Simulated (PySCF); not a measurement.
The PySCF input:
```python
from pyscf import gto, scf, dft, tdscf

mol = gto.M(
    atom='''
N    -0.00088861    0.00220129    0.11002386
H     0.01587655    0.93846578   -0.27548989
H     0.81249024   -0.48875726   -0.24050098
H    -0.82214652   -0.46511757   -0.25417613
''',
    basis='def2-svp',
    verbose=3,
)

mf = dft.RKS(mol)
mf.xc = 'pbe0'
mf.kernel()
td = mf.TDA()
td.nstates = 15
td.kernel()
td.analyze()
```

### Question
Predict the HOMO energy from PBE0/def2-SVP, TDA (PySCF).

### Answer
-7.05 eV

### Question
Give the nuclear repulsion energy at the level PBE0/def2-SVP, TDA.

### Answer
11.9448 Eh

### Question
Give the number of basis functions at the level PBE0/def2-SVP, TDA.

### Answer
29

### Question
What is the computed dipole moment (PBE0/def2-SVP, TDA)?

### Answer
1.68 D

### Question
What is the computed total energy (PBE0/def2-SVP, TDA)?

### Answer
-56.4404 Eh
